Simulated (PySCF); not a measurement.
C4H10OSi, SMILES C[SiH2]C1COC1.

Geometry: PBE0-D3(BJ)/def2-SVP. The structure was generated by enumeration, and PubChem lists no compound with its InChIKey, so it may never have been made. The values are those of a single conformer.

Calculation: PBE/def2-TZVP (PySCF).

Gas-phase values at a fixed geometry.

```
Quantity                                                                                                        Value
---------------------------------------------------------------------------------------------  ----------------------
total energy                                                                                       -522.76651 hartree
highest occupied level                                                                                       -5.59 eV
lowest empty level                                                                                           -0.12 eV
orbital gap                                                                                                   5.47 eV
dipole moment                                                                                                  1.97 D
quadrupole, principal values (traceless, Buckingham form, about the centre of nuclear charge)   -7.06, 2.31, 4.76 D·Å
mean static polarisability                                                                      78.6 bohr³ (11.65 Å³)
polarisability, principal values                                                               68.5, 78.8, 88.5 bohr³
```
